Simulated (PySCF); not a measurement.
PySCF input (M06-2X/6-311+G**):

```python
from pyscf import gto, dft

mol = gto.M(
    atom='''
    N     1.29917700   -0.55153400    0.96765400
    Si    0.03590700    0.06654500    0.01698500
    N    -0.74806600   -1.08793900   -1.02995600
    N    -1.15792700    0.64933300    1.09120800
    O     0.63241300    0.99715400   -1.17593100
    H     1.16305500   -1.03308700    1.83957800
    H     2.25088400   -0.56466200    0.64423300
    H    -0.16179600   -1.66835400   -1.61330300
    H    -1.59435500   -0.83809800   -1.52290700
    H    -0.88286800    1.25843500    1.84561900
    H    -2.08921100    0.86788900    0.77409600
    ''',
    basis='6-311+g**',
    charge=0,
    spin=1,
    verbose=4,
)

mf = dft.UKS(mol, xc='m062x').density_fit(auxbasis='def2-universal-jkfit')
mf.grids.level = 4
mf.conv_tol = 1e-9
mf.max_cycle = 100
mf.max_memory = 1500
mf.kernel()
if not mf.converged:
    mf = mf.newton()
    mf.kernel(mf.make_rdm1())
mo, _, stable, _ = mf.stability(return_status=True)
if not stable:
    mf.kernel(mf.make_rdm1(mo, mf.mo_occ))
    stable = mf.stability(return_status=True)[2]
mf.dip_moment()
```

From the output:

```
  HOMO = -0.329297110209  LUMO = -0.0969896477893  gap/eV = 6.32141
cycle= 11 E= -532.619426974153  delta_E= -1.73e-05  |g|= 0.00131  |ddm|= 0.00826
  alpha nocc = 25  HOMO = -0.330827971245548  LUMO = 0.00097602009228385
  beta  nocc = 24  HOMO = -0.329019226144671  LUMO = -0.097119491734361
  HOMO = -0.329019226145  LUMO = -0.0971194917344  gap/eV = 6.31031
cycle= 12 E= -532.619442032892  delta_E= -1.51e-05  |g|= 0.000952  |ddm|= 0.00758
  alpha nocc = 25  HOMO = -0.330724647738325  LUMO = 0.000987131253916615
  beta  nocc = 24  HOMO = -0.328940459063253  LUMO = -0.0968510468243267
  HOMO = -0.328940459063  LUMO = -0.0968510468243  gap/eV = 6.31547
cycle= 13 E= -532.619452258819  delta_E= -1.02e-05  |g|= 0.000663  |ddm|= 0.00749
  alpha nocc = 25  HOMO = -0.330661407106217  LUMO = 0.000993643500163093
  beta  nocc = 24  HOMO = -0.328743411407514  LUMO = -0.096838010754837
  HOMO = -0.328743411408  LUMO = -0.0968380107548  gap/eV = 6.31047
cycle= 14 E= -532.619457745404  delta_E= -5.49e-06  |g|= 0.0005  |ddm|= 0.00577
  alpha nocc = 25  HOMO = -0.330692110937196  LUMO = 0.000987932935024586
  beta  nocc = 24  HOMO = -0.328697996837317  LUMO = -0.0968935750405393
  HOMO = -0.328697996837  LUMO = -0.0968935750405  gap/eV = 6.30772
cycle= 15 E= -532.619459948855  delta_E= -2.2e-06  |g|= 0.000381  |ddm|= 0.00314
  alpha nocc = 25  HOMO = -0.330642380168451  LUMO = 0.000986048056862777
  beta  nocc = 24  HOMO = -0.328600741820585  LUMO = -0.096896378676476
  HOMO = -0.328600741821  LUMO = -0.0968963786765  gap/eV = 6.30500
cycle= 16 E= -532.61946202845  delta_E= -2.08e-06  |g|= 0.000257  |ddm|= 0.00382
  alpha nocc = 25  HOMO = -0.330590741577358  LUMO = 0.000984330377367743
  beta  nocc = 24  HOMO = -0.328506911412838  LUMO = -0.0969000151731194
  HOMO = -0.328506911413  LUMO = -0.0969000151731  gap/eV = 6.30234
cycle= 17 E= -532.619463349445  delta_E= -1.32e-06  |g|= 0.000137  |ddm|= 0.0044
  alpha nocc = 25  HOMO = -0.330589581607412  LUMO = 0.000980778283857128
  beta  nocc = 24  HOMO = -0.328476659066778  LUMO = -0.0969165905552529
  HOMO = -0.328476659067  LUMO = -0.0969165905553  gap/eV = 6.30107
cycle= 18 E= -532.619463527614  delta_E= -1.78e-07  |g|= 5.74e-05  |ddm|= 0.00167
  alpha nocc = 25  HOMO = -0.330585449480167  LUMO = 0.000981232708094279
  beta  nocc = 24  HOMO = -0.328460466585146  LUMO = -0.096916733449234
  HOMO = -0.328460466585  LUMO = -0.0969167334492  gap/eV = 6.30063
cycle= 19 E= -532.619463541697  delta_E= -1.41e-08  |g|= 2.79e-05  |ddm|= 0.000467
  alpha nocc = 25  HOMO = -0.330588295792276  LUMO = 0.000981640731764976
  beta  nocc = 24  HOMO = -0.328454564315056  LUMO = -0.0969220521065779
  HOMO = -0.328454564315  LUMO = -0.0969220521066  gap/eV = 6.30032
cycle= 20 E= -532.619463543499  delta_E= -1.8e-09  |g|= 1.74e-05  |ddm|= 0.000141
  alpha nocc = 25  HOMO = -0.330590824989502  LUMO = 0.000981662771514961
  beta  nocc = 24  HOMO = -0.328452790418415  LUMO = -0.0969226329699211
  HOMO = -0.328452790418  LUMO = -0.0969226329699  gap/eV = 6.30026
cycle= 21 E= -532.619463543661  delta_E= -1.63e-10  |g|= 6.75e-06  |ddm|= 7.46e-05
  alpha nocc = 25  HOMO = -0.330591704733774  LUMO = 0.000981658630917599
  beta  nocc = 24  HOMO = -0.328452693941905  LUMO = -0.0969228658174472
  HOMO = -0.328452693942  LUMO = -0.0969228658174  gap/eV = 6.30025
Extra cycle  E= -532.61946354381  delta_E= -1.48e-10  |g|= 4.86e-06  |ddm|= 1.97e-05
converged SCF energy = -532.61946354381  <S^2> = 0.75848675  2S+1 = 2.0084688
uhf_internal: lowest eigs of H = [0.05167188 0.14656601 0.21415435]
<class 'pyscf.df.df_jk.DFUKS'> wavefunction is stable in the internal stability analysis
Dipole moment(X, Y, Z, Debye): -0.74254, -0.97582,  1.13502
```

The geometry given is a B3LYP-D3(BJ)/def2-TZVP minimum.
